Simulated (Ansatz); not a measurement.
`CC([SiH3])=C=N` → `[CH2]` (triplet) + `N=C=C[SiH3]` at 500 K and 1 bar (formal loss of a carbene).

Computed with Ansatz on PBE0-D4/def2-TZVP structures; ΔE is electronic, products minus reactants. CCSD(T)/CBS is the MP2 limit (def2-TZVPP, def2-QZVPP) plus CCSD(T) − MP2 in def2-TZVPP, frozen cores. This one scheme is used for every species. Triplets are unrestricted, without spin–orbit coupling. Each species was taken in one conformer, which may not be the lowest.

| species | CCSD(T)/CBS energy (Eh) | H − E (kJ/mol) | S (J/(mol·K)) |
| --- | --- | --- | --- |
| `CC([SiH3])=C=N` | -462.09902 | 280.8 | 411.9 |
| `[CH2]` (triplet) | -39.09499 | 62.7 | 213.9 |
| `N=C=C[SiH3]` | -422.83912 | 196.3 | 362.8 |

H − E and S are ideal-gas, rigid-rotor, harmonic terms from PBE0-D4/def2-TZVP, for one conformer and one mirror image of each species, with the whole ground term of open shells counted as degenerate. 1 Eh = 2625.50 kJ/mol, R = 8.31446 J/(mol·K).

Q: By hand: ΔE, ΔH, ΔS and ΔG.

A: ΔE = (-39.09499) + (-422.83912) − (-462.09902) = 0.16491 Eh = 433.0 kJ/mol. Δ(H − E) = 62.7 + 196.3 − 280.8 = -21.8, so ΔH = 411.2 kJ/mol. ΔS = 213.9 + 362.8 − 411.9 = 164.8 J/(mol·K). ΔG = 411.2 − 500 × (164.8)/1000 = 328.8 kJ/mol.

Q: By hand: the equilibrium constant, and the temperature at which ΔG would vanish if ΔH and ΔS stayed fixed.

A: log₁₀ K = −ΔG/(RT ln 10) = -34.3. ΔG = 0 at ΔH/ΔS = 2495 K.

The number of gas molecules changes by +1, which sets the sign of ΔS. A doubt of 5 kJ/mol in ΔE shifts log₁₀ K by 0.5 here. Other conformers and mirror images would add mixing entropy, several J/(mol·K) or more a flexible species. A triplet takes part, so the spin changes. These are equilibria of isolated gas molecules and say nothing of rates. Largest T1 diagnostic: 0.015 (customary marks: 0.02 for closed shells, 0.045 for open ones).
